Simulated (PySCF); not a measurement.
Species: C₅H₁₃OPSi.
Atom-mapped SMILES: `[SiH3:1][CH2:2][P:3]1[CH2:4][CH2:5][O:6][CH2:7][CH2:8]1`

Definitions: NICS(0) = −σiso at the ring centroid; NICS(1) = −σiso and NICS(1)zz = −σzz at ±1 Å along the ring normal z. Level: GIAO PBE0/pcSseg-1 (PySCF, non-relativistic, gas phase) on the GFN2-xTB geometry, one conformer.

Ring bond lengths (Å), with Mayer bond orders in brackets: P3–C4 1.867 (0.94), C4–C5 1.528 (1.02), C5–O6 1.407 (0.94), O6–C7 1.407 (0.94), C7–C8 1.529 (1.03), C8–P3 1.862 (0.94).

Give the NICS values of each ring in ppm.

```
             ring                                                   type  NICS(0)  NICS(1), two faces  NICS(1)zz, two faces  rms pucker (Å)  centre to ring atoms, mean (Å)
P3–C4–C5–O6–C7–C8  6-membered ring with O and P; formal bonds all single     -2.9         -2.2 / -2.4             4.2 / 2.1            0.28                            1.52
```

What do they say, and how far can they be read as aromaticity?

- P3–C4–C5–O6–C7–C8: mean NICS(1)zz 3.1 ppm, deshielded. C4, C5, C7, C8 have four or more neighbours; no verdict on aromaticity is drawn.

What is the mean of the two in-plane components of NICS at the first NICS(1) probe listed for ring P3–C4–C5–O6–C7–C8, 1 Å off the ring?

The isotropic value is a third of the trace: (3 × -2.2 − (4.2))/2 = -5.4 ppm.

Give the inner angles of the rings and the Hirshfeld charges of the ring atoms.

- P3–C4–C5–O6–C7–C8: P3 93.8° (+0.141 e), C4 109.1° (-0.125 e), C5 113.0° (-0.001 e), O6 113.2° (-0.148 e), C7 113.3° (0.000 e), C8 109.2° (-0.126 e); sum 651.5° against 720° for a flat convex ring.

How shielded are the nuclei of the rings and their hydrogens (means over atoms taken as equivalent)?

```csv
atoms,environment,σ isotropic (ppm)
P3,phosphine phosphorus,391.2
C4 (×2),sp3 carbon bound to phosphorus,150.9
C5 (×2),sp3 carbon bound to oxygen,116.3
O6,cyclic ether oxygen,283.3
H on C4 (×4),methylene hydrogen,30.20
H on C5 (×4),methylene hydrogen,27.76
```

The run took 40 s wall on one thread, Arm Neoverse V1 (aarch64) (shared host), and the process peaked at 0.97 GiB of memory. This is the whole shielding run at PBE0/pcSseg-1, SCF included.
